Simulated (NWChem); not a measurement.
System: WHF5; SMILES [F][WH]([F])([F])([F])[F]

Here is an NWChem input.

```
start job
memory heap 200 mb stack 900 mb global 1100 mb
geometry units angstroms noautoz
  W      0.000000     0.000000     0.013423
  F      1.823002    -0.087475     0.168467
  F      0.000000     0.000000    -1.882622
  F     -1.823002     0.087475     0.168467
  F      0.087475     1.823002     0.168467
  F     -0.087475    -1.823002     0.168467
  H      0.000000     0.000000     1.740111
end
basis spherical
  * library def2-svp
end
ecp
  W library def2-ecp
end
dft
  xc becke88 lyp
  iterations 200
end
task dft gradient
```

Output (shortened):

```
             Northwest Computational Chemistry Package (NWChem) 7.3.0
             --------------------------------------------------------

 C4V symmetry detected

                             Geometry "geometry" -> ""
                             -------------------------

 Output coordinates in angstroms (scale by  1.889725989 to convert to a.u.)

  No.       Tag          Charge          X              Y              Z
 ---- ---------------- ---------- -------------- -------------- --------------
    1 W                   74.0000     0.00000000     0.00000000     0.08130111
    2 F                    9.0000     1.82509950     0.00000000     0.23634511
    3 F                    9.0000     0.00000000     0.00000000    -1.81474389
    4 F                    9.0000    -1.82509950     0.00000000     0.23634511
    5 F                    9.0000     0.00000000     1.82509950     0.23634511
    6 F                    9.0000     0.00000000    -1.82509950     0.23634511
    7 H                    1.0000     0.00000000     0.00000000     1.80798911

 Effective nuclear repulsion energy (a.u.)    1139.7805645250

      Symmetry information
      --------------------

 Group name             C4v
 Group number             18
 Group order               8
 No. of unique centers     4

                                 NWChem DFT Module
                                 -----------------

 Summary of "ao basis" -> "ao basis" (spherical)
 ------------------------------------------------------------------------------
       Tag                 Description            Shells   Functions and Types
 ---------------- ------------------------------  ------  ---------------------
 W                          def2-svp                12       32   6s3p2d1f
 F                          def2-svp                 6       14   3s2p1d
 H                          def2-svp                 3        5   2s1p

      Symmetry analysis of basis
      --------------------------

        a1         31
        a2          4
        b1         14
        b2          8
        e          50

            General Information
            -------------------
          SCF calculation type: DFT
          Wavefunction type:  closed shell.
          No. of atoms     :     7
          No. of electrons :    60
           Alpha electrons :    30
            Beta electrons :    30
          Charge           :     0
          Spin multiplicity:     1
          Use of symmetry is: on ; symmetry adaption is: on
          Maximum number of iterations: 200
          AO basis - number of functions:   107
                     number of shells:    45
          Convergence on energy requested:  1.00D-06
          Convergence on density requested:  1.00D-05
          Convergence on gradient requested:  5.00D-04

              XC Information
              --------------
                    Becke 1988 Exchange Functional  1.000
              Lee-Yang-Parr Correlation Functional  1.000

             Grid Information
             ----------------
          Grid used for XC integration:  medium
          Radial quadrature: Mura-Knowles
          Angular quadrature: Lebedev.
          Tag              B.-S. Rad. Rad. Pts. Rad. Cut. Ang. Pts.
          ---              ---------- --------- --------- ---------
          W                   1.35      123           8.0       590
          F                   0.50       49          10.0       434
          H                   0.35       45           9.0       434
          Grid pruning is: on
          Number of quadrature shells:   266
          Spatial weights used:  Erf1

      Superposition of Atomic Density Guess
      -------------------------------------

 Sum of atomic energies:        -570.13845233

      Non-variational initial energy
      ------------------------------

 Total energy =    -563.118418
 1-e energy   =   -1498.696741
 2-e energy   =     588.929475
 HOMO         =      -0.365815
 LUMO         =      -0.012383

      Symmetry analysis of molecular orbitals - initial
      -------------------------------------------------

  Numbering of irreducible representations:

     1 a1          2 a2          3 b1          4 b2          5 e

  Orbital symmetries:

     1 a1          2 b1          3 e           4 e           5 a1
     6 a1          7 e           8 e           9 a1         10 a1
    11 b1         12 a1         13 e          14 e          15 b1
    16 a1         17 b2         18 e          19 e          20 a1
    21 a1         22 e          23 e          24 b1         25 e
    26 e          27 e          28 e          29 a2         30 a1
    31 e          32 e          33 b2         34 a1         35 a1
    36 e          37 e          38 a1         39 b1         40 a1

[...]

                         DFT ENERGY GRADIENTS

    atom               coordinates                        gradient
                 x          y          z           x          y          z
   1 W       0.000000   0.000000   0.153637    0.000000   0.000000  -0.005002
   2 F       3.448938   0.000000   0.446627   -0.022998   0.000000  -0.001532
   3 F       0.000000   0.000000  -3.429369    0.000000   0.000000   0.019123
   4 F      -3.448938   0.000000   0.446627    0.022998   0.000000  -0.001532
   5 F       0.000000   3.448938   0.446627    0.000000  -0.022998  -0.001532
   6 F       0.000000  -3.448938   0.446627    0.000000   0.022998  -0.001532
   7 H       0.000000   0.000000   3.416604    0.000000   0.000000  -0.007993
```

Level: BLYP/def2-SVP with def2 effective core potentials on W. Geometry: optimised at PBE0/def2-SVP. Not confirmed as a minimum by frequencies. def2 effective core potentials on W; no spin-orbit coupling.
